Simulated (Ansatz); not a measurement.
CH6O2SSi can be A, `OC[SiH](O)S`, or B, `OC(S)O[SiH3]`.

Computed with Ansatz on PBE0-D4/def2-TZVP structures; ΔE is electronic, products minus reactants. CCSD(T)/CBS adds triple-zeta CCSD(T) − MP2 to the extrapolated MP2 energy (def2 sets, frozen cores). Functionals use def2-TZVPP. B3LYP here is the variant with VWN-RPA as its local correlation; programs differ in this. Each species was taken in one conformer, which may not be the lowest.

Question: Which is lower in electronic energy at CCSD(T)/CBS, and by how much? (Best estimate.)

Answer: Computed: A, by 37.3 kcal/mol.

Question: Give E(B) − E(A) in kcal/mol with B3LYP, CCSD(T)/def2-TZVPP, PBE0-D4, PBE-D4, ωB97M-V, HF/def2-TZVPP, MP2/def2-TZVPP. (An estimate is asked.)

Answer: Ansatz gave: B3LYP 35.6, CCSD(T)/def2-TZVPP 35.9, PBE0-D4 37.0, PBE-D4 36.5, ωB97M-V 36.5, HF/def2-TZVPP 33.7, MP2/def2-TZVPP 37.6. None reverses the order clearly.

Largest T1 diagnostic: 0.012.

In def2-TZVPP, CCSD(T) changes the Hartree–Fock value by +2.2 kcal/mol (the triples alone add −0.2 kcal/mol) and MP2 by +3.9 kcal/mol.
